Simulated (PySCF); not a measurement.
## Ag⁺ (silver, charge +1): M06-2X calculation

Configuration: [Kr] 4d10, closed-shell 1S. All numbers are calculated (PySCF 2.14, a scalar-relativistic core potential, in def2-SVP with the def2 core potential (28 electrons) (5s3p2d1f, 31 functions)).

| Quantity | Value |
| --- | --- |
| Total energy | -146.5945 hartree |
| One-electron energy | -255.4479 hartree |
| Hartree (Coulomb) energy | 122.7785 hartree |
| Exchange-correlation energy | -13.9251 hartree |
| ⟨S²⟩ | 0.0000 |
| ⟨L²⟩ | 0.000 |
| Sum of ⟨r⟩ | 21.90 bohr |
| Sum of ⟨r²⟩ | 32.17 bohr² |
| Time after the integrals | 0.47 s of wall time on 1 thread of Neoverse-V2 (shared host) |

```json
{"shell": "4s", "electrons": "2", "mean orbital energy (eV)": "-114.50", "rms radius, mean of both spins (bohr)": "0.980"}
{"shell": "4p", "electrons": "6", "mean orbital energy (eV)": "-75.432", "rms radius, mean of both spins (bohr)": "1.08"}
{"shell": "4d", "electrons": "10", "mean orbital energy (eV)": "-19.483", "rms radius, mean of both spins (bohr)": "1.52"}
```

Energies and moments cover only the electrons outside the core potential.
